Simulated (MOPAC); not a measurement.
Job for MOPAC: AM1 on PO-, 2S+1 = 3, a spin state set in the input, which need not be the lowest, a point of a bond scan (R = 1.589 Å). Charge -1.

```
AM1 1SCF PRECISE CHARGE=-1 UHF MS=1 THREADS=1
OP

O      0.00000000 1     0.00000000 1     0.00000000 1
P      0.00000000 1     0.00000000 1     1.58863600 1
```

Program output:

```
*******************************************************************************
 **                                                                           **
 **                              MOPAC v23.2.5                                **
 **                                                                           **
 *******************************************************************************
 ** MOPAC's Digital Object Identifier: https://doi.org/10.5281/zenodo.6511958 **
 **                                                                           **
 ** Please cite the open-source release paper for use of this MOPAC version:  **
 ** J. E. Moussa and J. J. P. Stewart (2026)                                  **
 ** MOPAC: An open-source semiempirical molecular orbital program             **
 ** J. Open Source Softw., 11(119), 8025, https://doi.org/10.21105/joss.08025 **
 *******************************************************************************

                              AM1 CALCULATION RESULTS

 *******************************************************************************
 *  AM1        - The AM1 Hamiltonian to be used
 *  UHF        - UNRESTRICTED HARTREE-FOCK CALCULATION
 *
 *
 *
 *                 CHARGE ON SYSTEM = -1
 *
 *
 *
 *  MS=        - IN MECI, MAGNETIC COMPONENT OF SPIN =  1.0
 *  PRECISE    - TIGHTER CRITERIA TO BE USED
 *  1SCF       - DO 1 SCF AND THEN STOP
 *  THREADS=1  - MULTI-THREADING NOT USED
 *  T=         - A TIME OF 172800.0 SECONDS REQUESTED
 *  DUMP=N     - RESTART FILE WRITTEN EVERY 7200.0 SECONDS REQUESTED
 *******************************************************************************
AM1 1SCF PRECISE CHARGE=-1 UHF MS=1 THREADS=1
 OP

   ATOM   CHEMICAL          X               Y               Z
  NUMBER   SYMBOL      (ANGSTROMS)     (ANGSTROMS)     (ANGSTROMS)

     1       O          0.00000000  *   0.00000000  *   0.00000000  *
     2       P          0.00000000  *   0.00000000  *   1.58863600  *



          CARTESIAN COORDINATES

    NO.       ATOM           X           Y           Z

     1         O          0.0000      0.0000      0.0000
     2         P          0.0000      0.0000      1.5886

  O: (AM1): M.J.S. DEWAR ET AL, J. AM. CHEM. SOC. 107 3902-3909 (1985)
  P: (AM1): M.J.S.DEWAR, JIE, C, THEOCHEM, 187, 1 (1989)

           Empirical Formula: O P  =     2 atoms



      MOLECULAR POINT GROUP   :   C*v


          UHF CALCULATION, NO. OF ALPHA ELECTRONS =    7
                           NO. OF BETA  ELECTRONS =    5

 -------------------------------------------------------------------------------
 AM1 1SCF PRECISE CHARGE=-1 UHF MS=1 THREADS=1
 OP



     1SCF WAS SPECIFIED, SO BFGS WAS NOT USED
     SCF FIELD WAS ACHIEVED


                              AM1 CALCULATION
                                                       MOPAC v23.2.5 Linux




          FINAL HEAT OF FORMATION =        -48.80112 KCAL/MOL =    -204.18390 KJ/MOL


          COSMO AREA              =         66.43 SQUARE ANGSTROMS
          COSMO VOLUME            =         49.04 CUBIC ANGSTROMS

          IONIZATION POTENTIAL    =          2.233874 EV
          ALPHA SOMO LUMO (EV)    =         -2.234  9.398
          BETA  SOMO LUMO (EV)    =         -4.832  6.081
          NO. OF ALPHA ELECTRONS  =          7
          NO. OF BETA  ELECTRONS  =          5
          MOLECULAR WEIGHT        =         46.9732         POINT GROUP:  C*v

          MOLECULAR DIMENSIONS (Angstroms)

            Atom       Atom       Distance
            P     2    O     1     1.58864
            P     2    O     1     0.00000
            O     1    P     2     0.00000


          SCF CALCULATIONS        =          1





   ATOM   CHEMICAL          X               Y               Z
  NUMBER   SYMBOL      (ANGSTROMS)     (ANGSTROMS)     (ANGSTROMS)

     1       O          0.00000000  *   0.00000000  *   0.00000000  *
     2       P          0.00000000  *   0.00000000  *   1.58863600  *

                             CARTESIAN COORDINATES

   1    O        0.000000000     0.000000000     0.000000000
   2    P        0.000000000     0.000000000     1.588636000


           Empirical Formula: O P  =     2 atoms



      MOLECULAR POINT GROUP   :   C*v


          ALPHA EIGENVALUES
 -27.83665 -12.91694  -7.25580  -7.25580  -6.73168  -2.23387  -2.23387   9.39788


           BETA EIGENVALUES
 -25.42001 -11.81817  -6.15060  -4.83205  -4.83205   6.08138   6.08138  10.15454


              NET ATOMIC CHARGES AND DIPOLE CONTRIBUTIONS

  ATOM NO.   TYPE          CHARGE      No. of ELECS.   s-Pop       p-Pop
    1          O          -0.389103        6.3891     1.95005     4.43905
    2          P          -0.610897        5.6109     1.91585     3.69504
 DIPOLE           X         Y         Z       TOTAL
 POINT-CHG.     0.000     0.000     0.370     0.370
 HYBRID         0.000    -0.000    -1.034     1.034
 SUM            0.000    -0.000    -0.664     0.664


          ATOMIC ORBITAL ELECTRON POPULATIONS

     Atom    s        px        py        pz
    1  O   1.95005   1.64295   1.64295   1.15314
    2  P   1.91585   1.35705   1.35705   0.98095


                    (SZ)    =    1.000000
                    (S**2)  =    2.000976


          ATOMIC ORBITAL SPIN POPULATIONS

    Atom   Total    s     px     py     pz
         Atomic
    1  O  0.7232  0.008  0.357  0.357  0.002
    2  P  1.2768  0.007  0.643  0.643 -0.016

 **********************
 *                    *
 * JOB ENDED NORMALLY *
 *                    *
 **********************




 == MOPAC DONE ==
```

The run finished.

Cost: roughly 0.05 core-seconds.
